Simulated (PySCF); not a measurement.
Compound: C8H7FO2.
Geometry (PBE0-D3(BJ)/def2-SVP, Å), atoms numbered from 1 in this order:
```xyz
18
C8H7FO2 angstrom
C      2.846   -0.591    0.249
O      2.167    0.521   -0.269
C      0.823    0.523   -0.250
C      0.195    1.665   -0.775
C     -1.189    1.758   -0.802
C     -1.982    0.719   -0.312
C     -1.357   -0.414    0.209
C     -2.127   -1.556    0.742
O     -1.695   -2.553    1.220
F     -3.452   -1.373    0.638
C      0.041   -0.520    0.246
H      3.917   -0.385    0.138
H      2.619   -0.747    1.318
H      2.599   -1.514   -0.304
H      0.828    2.468   -1.156
H     -1.660    2.655   -1.212
H     -3.070    0.783   -0.330
H      0.474   -1.428    0.665
```

The closed-shell ground state was solved at several levels (PySCF, density fitting, gas phase, non-relativistic).

```
         level  basis functions  total energy (Eh)  HOMO (eV)  LUMO (eV)  gap (eV)  dipole (D)
 PBE0/pcSseg-1              222          -558.6868      -7.04      -1.89      5.15        3.14
B97-2/pcSseg-2              494          -559.3789      -6.80      -1.94      4.86        3.28
   B3LYP/pcJ-1              367          -559.3773      -6.81      -2.05      4.76        3.16
```

(1) What might CAM-B3LYP/def2-SVPD (285 basis functions) give for the same quantities?

(2) Over all these levels, which gives the widest orbital gap and which the narrowest?

(3) How far do the dipole and the HOMO energy spread over the levels?

Answers

(1) Total energy -558.7384 Eh, HOMO -8.27 eV, LUMO -0.91 eV, gap 7.36 eV, dipole 3.22 D.

(2) CAM-B3LYP/def2-SVPD (range-separated hybrid) has the widest, 7.36 eV, and B3LYP/pcJ-1 (global hybrid, 20 % exact exchange) the narrowest, 4.76 eV. Functional and basis both differ between the two, so the spread mixes both effects.

(3) The dipole runs from 3.14 to 3.28 D (mean 3.20 D) and the HOMO from -8.27 to -6.80 eV.

One conformer stands for the species.
